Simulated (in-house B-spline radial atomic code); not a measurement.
Relativistic effects in Pd⁴³⁺, [He] 2s1: non-relativistic Hartree-Fock (point nucleus) against Dirac-Hartree-Fock (Fermi nucleus of rms radius 4.5318 fm), both averages of the configuration, computed with a B-spline radial code for spherical atoms.

```json
{"orbital": "1s1/2", "ε NR (Eh)": "-1020.5", "ε Dirac (Eh)": "?", "<r> NR (bohr)": "0.03289", "<r> Dirac (bohr)": "?", "change of <r> (%)": "?"}
{"orbital": "2s1/2", "ε NR (Eh)": "-246.45", "ε Dirac (Eh)": "-255.4", "<r> NR (bohr)": "0.1341", "<r> Dirac (bohr)": "0.1286", "change of <r> (%)": "-4.1"}
```

(1) What happens to 1s1/2?

(2) What explains the pattern of contraction and expansion?

(3) By how much does the total energy change?

## Answers

(1) Its energy goes to -1050.4 hartree and <r> to 0.03164 bohr (-3.81 %).

(2) The s and p1/2 orbitals contract directly, as their density near the nucleus moves at relativistic speed. Nothing expands appreciably in this ion.

(3) By -70.819 hartree, from -2333.806 to -2404.625.
